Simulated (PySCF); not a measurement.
Two structures of CH7BSe, singlet, reached by relaxing down either side of one saddle point (PBE0-D4/def2-TZVP). Energies are electronic, without zero-point energy. Computed with PySCF 2.14 with density fitting (its default auxiliary sets; JK sets also for MP2 and CCSD(T)) (basis: def2-TZVPP and def2-QZVPP); correlated methods freeze the cores. Filled d shells of the heavier atoms are correlated. The def2 sets are not built for correlating such inner shells, so the correlated values are less sure here. Extrapolation: Hartree–Fock as exp(−7.88 √X), correlation as X^−2.97. First:

```
10
angstrom
B 0.6839 0.5502 -0.0404
C -0.8813 0.7628 -0.2424
H 1.1934 1.0218 0.9526
H 1.3960 0.6341 -1.0171
H 0.2857 -2.2179 -0.6145
Se 1.0890 -1.5325 0.4120
H -1.2990 0.1976 -1.0820
H -1.4763 0.5306 0.6471
H -1.0581 1.8217 -0.4644
H 0.0684 -1.8135 1.4362
```

Second:

```
atom    x (Å)    y (Å)    z (Å)
  B1   1.4906   0.5827   0.7616
  C2  -1.5548  -0.0320  -1.0742
  H3   0.7431   1.0615   1.5525
  H4   1.8637   1.1551  -0.2135
  H5  -0.8068  -0.7803  -0.8148
 Se6   2.1790  -1.1717   1.0005
  H7  -1.9129  -0.2141  -2.0872
  H8  -2.3886  -0.0949  -0.3757
  H9  -1.1116   0.9622  -1.0213
 H10   1.4897  -1.4838   2.2607
```

Which bonds change from the first to the second?

CH₅B ([BH2][CH3]) + H₂Se → BH₃Se ([BH2][SeH]) + CH₄; bonds formed: C2–H5; dative contacts that become bonds: B1–Se6; bonds broken: B1–C2, H5–Se6.

Give the saddle point's structure and its height above each. (An estimate is asked for; the value comes from the calculation.)

Computed: 0.899 eV above the first and 1.576 eV above the second (CCSD(T) at an estimated basis limit (MP2 extrapolated from triple and quadruple zeta, plus CCSD(T) − MP2 in triple zeta)).
```xyz
10
angstrom
B 0.5791 0.5745 0.0612
C -0.9612 0.1597 -0.5922
H 0.4320 1.2156 1.0547
H 1.2873 0.9400 -0.8286
H 0.1141 -0.7068 -0.0534
Se 1.5953 -1.2780 0.6696
H -0.9854 -0.4309 -1.5103
H -1.7063 -0.2178 0.1099
H -1.2356 1.1849 -0.8539
H 0.8808 -1.4412 1.9429
```

No T1 diagnostic of these runs exceeds 0.012. The end structure is not quite a true minimum (one mode of 39i cm⁻¹).

Labels in which every atom is bracketed show which atoms are joined, not bond orders.

For scale, one of the runs: CCSD(T)/def2-TZVPP, 208 basis functions, launched by `OMP_NUM_THREADS=4 python run.py`. Hardware: 4 CPU threads of an AMD EPYC 7R43, shared host. Wall time 7.7 min; peak host memory 3.3 GiB.
